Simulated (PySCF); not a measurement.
C2HBF2, SMILES FB(C#C)F. Coordinates come from a PBE0-D3(BJ)/def2-SVP optimisation.

Computed equilibrium geometry at PBE0-D3(BJ)/def2-SVP (PySCF confirms it by a frequency run) as Cartesian coordinates in Å, and its point group:
point group C2v.
```xyz
6

B      0.0000     0.0000     0.4772
C      0.0000     0.0000    -1.0494
C      0.0000     0.0000    -2.2644
H      0.0000     0.0000    -3.3405
F      0.0000    -1.1264     1.1576
F      0.0000     1.1264     1.1576
```
Charge 0, spin multiplicity 1.
